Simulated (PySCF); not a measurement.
C4H8O.

```xyz
13

C     -0.7260    -0.2321     0.9865
C      0.7260     0.2321     0.9865
C      1.1529    -0.1342    -0.4299
O      0.0000     0.0000    -1.2351
C     -1.1529     0.1342    -0.4299
H     -1.3455     0.2427     1.7611
H     -0.7773    -1.3234     1.1340
H      1.3455    -0.2427     1.7611
H      0.7773     1.3234     1.1340
H      1.9508     0.5174    -0.8230
H      1.5242    -1.1772    -0.4719
H     -1.5242     1.1772    -0.4719
H     -1.9508    -0.5174    -0.8230
```
Charge 0, spin multiplicity 1.

Geometry: PBE0-D3(BJ)/def2-SVP. One conformer was computed; it need not be the lowest.

Level of theory: PBE0/pcSseg-1 (PySCF). Non-relativistic, no solvent.

**Question.** Give the absolute GIAO shielding of each atom: isotropic value and principal components (ppm). (Estimate from the structure and the level; the computed values follow.)

**Answer.** 
```
atom  σ(iso)    σ11    σ22    σ33   span
----  ------  -----  -----  -----  -----
C1     155.3  133.6  164.5  167.7   34.1
C2     155.3  133.6  164.5  167.7   34.1
C3     114.7   76.3  104.5  163.3   87.0
O4     296.1  205.7  284.1  398.6  192.9
C5     114.7   76.3  104.5  163.3   87.0
H6      29.6   25.9   26.6   36.4   10.5
H7      29.6   25.1   27.3   36.5   11.4
H8      29.6   25.9   26.6   36.4   10.5
H9      29.6   25.1   27.3   36.5   11.4
H10     27.3   23.2   25.9   32.9    9.7
H11     27.7   22.7   26.1   34.3   11.6
H12     27.7   22.7   26.1   34.3   11.6
H13     27.3   23.2   25.9   32.9    9.7
```
